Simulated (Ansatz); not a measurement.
A structure relaxed at PBE-D4/def2-SVP in Ansatz, charge 1, singlet:

```xyz
7

Al    0.5617   -0.3810   -1.9019
Al    1.8216    0.9163    0.1736
Al   -1.3866   -1.4864   -0.5774
Al    1.0048   -1.6989    0.4268
Ga   -1.9017    0.6728    0.7409
Ga    0.2333    0.1417    2.0648
Ga   -0.3331    1.8356   -0.9268
```

Give its formula and point group.

Al4Ga3⁺. Point group Cs (tolerance 0.1 Å).

Summarise the bond lengths by kind (pairs closer than 1.2 times the sum of covalent radii, bridged metal pairs left out).

5 × Al–Al 2.60 to 2.75 Å; 5 × Al–Ga 2.58 to 2.59 Å; 2 × Ga–Ga 2.57 Å.

The restricted singlet is unstable towards broken spin symmetry in Hartree–Fock (as tested in another run); at PBE-D4/def2-SVP this wasn't settled. The structure comes from a short search, and lower isomers may exist.
